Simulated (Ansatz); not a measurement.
Reactions of C₃H₆BF (`FB1CCC1`).

Computed with Ansatz on PBE0-D4/def2-TZVP structures; ΔE is electronic, products minus reactants. CCSD(T)/CBS adds triple-zeta CCSD(T) − MP2 to the extrapolated MP2 energy (def2 sets, frozen cores). This one scheme is used for every species, atoms too. Double bonds are as drawn, so ΔE can hold a change between cis and trans. DFT in def2-TZVPP. B3LYP here is the variant with VWN-RPA as its local correlation; programs differ in this. No spin–orbit coupling; open shells (•) take unrestricted orbitals. Spin–orbit coupling would lower the free atoms: a little for B, C, F. One conformer a species, not always the lowest.

| reaction | CCSD(T)/CBS(def2) (eV) |
| --- | --- |
| `FB1CCC1` → B• + 3 C• + F• + 6 H• | 47.47 |
| `FB1CCC1` + H₂ → `B1CCC1` + H–F | ? |
| `FB1CCC1` → `B/C(C)=C/F` | 2.12 |
| `FB1CCC1` → `FC1BCC1` | 2.44 |
| `FB1CCC1` → `B/C=C/CF` | 2.35 |

Task: Fill in the missing values. (Estimate.)

Result: Ansatz gave: `FB1CCC1` + H₂ → `B1CCC1` + H–F: +1.33 eV.

Largest T1 diagnostic: 0.014, for B•.
